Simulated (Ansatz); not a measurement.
A nudged elastic band was laid between two geometries of CH7BGaOP (12 atoms, charge 0, multiplicity 1).

Computed with Ansatz 0.2.0, RKS PBE0-D4/def2-SVP.

* movable images: 7
* climbing image: yes
* spring: 5.0 eV/Å²
* optimiser: quadratic models (default)
* start path: through a guess of the saddle point
* force threshold: 0.03 eV/Å
* iteration limit: 45
* end points: relaxed

Initial state:

```xyz
12
Properties=species:S:1:pos:R:3
C -1.372 0.472 1.450
Ga 0.064 -0.159 0.244
P 2.123 -0.505 1.288
B -0.187 -0.692 -1.772
O -0.101 0.275 -2.714
H -2.233 -0.216 1.423
H -1.038 0.578 2.493
H -1.736 1.453 1.101
H 2.123 0.729 2.007
H 2.945 -0.032 0.221
H -0.386 -1.844 -2.129
H -0.202 -0.059 -3.613
```

Final state:

```xyz
12
Properties=species:S:1:pos:R:3
C -1.371 0.511 1.442
Ga 0.096 0.087 0.183
P 2.236 0.555 0.994
B -0.148 -0.619 -1.781
O -0.211 0.273 -2.796
H -2.065 -0.341 1.526
H -1.011 0.772 2.447
H -1.955 1.360 1.050
H 2.045 -0.092 2.253
H 2.899 -0.552 0.383
H -0.211 -1.812 -2.041
H -0.303 -0.142 -3.661
```

Task: What changes between the two ends?

Result: No bond is made or broken. The height of P3 over the plane of its neighbours goes from -0.83 to 0.83 Å.

Task: Give the energies along the band, and the barrier.

Result: The run converged. The highest image is number 4 of 0 to 8, 10.3 kcal/mol above the first end and 10.2 kcal/mol above the last; the last end lies 0.1 kcal/mol above the first. A vibrational analysis at the climbing image gives one clearly imaginary mode, 434i cm⁻¹, and a faint second one (23i cm⁻¹) that may be numerical noise or a soft torsion: probably a first-order saddle point.

```csv
image,path coordinate (Å),energy (kcal/mol),height of P3 over the plane of its neighbours (Å)
0,0.00,0.0,-0.83
1,0.36,0.0,-0.83
2,0.72,1.0,-0.71
3,1.08,6.1,-0.40
4,1.44,10.3,0.00
5,1.76,6.7,0.37
6,2.09,1.6,0.67
7,2.42,0.2,0.82
8,2.74,0.1,0.83
```

Task: What is the geometry of the highest image?

Result: 
```xyz
12
Properties=species:S:1:pos:R:3
C -1.441 0.504 1.477
Ga -0.073 -0.030 0.161
P 1.990 -0.003 1.010
B -0.208 -0.655 -1.836
O -0.107 0.274 -2.810
H -2.170 -0.310 1.616
H -1.001 0.750 2.454
H -1.992 1.384 1.110
H 2.362 0.341 2.324
H 3.182 -0.333 0.338
H -0.371 -1.824 -2.147
H -0.173 -0.097 -3.698
```

The band took 19 iterations and roughly 13 core-minutes.

Time of the run: 6.9 min on 2 threads of Intel(R) Xeon(R) Platinum 8488C (Sapphire Rapids), with other jobs on the host, peak memory 0.36 GiB.
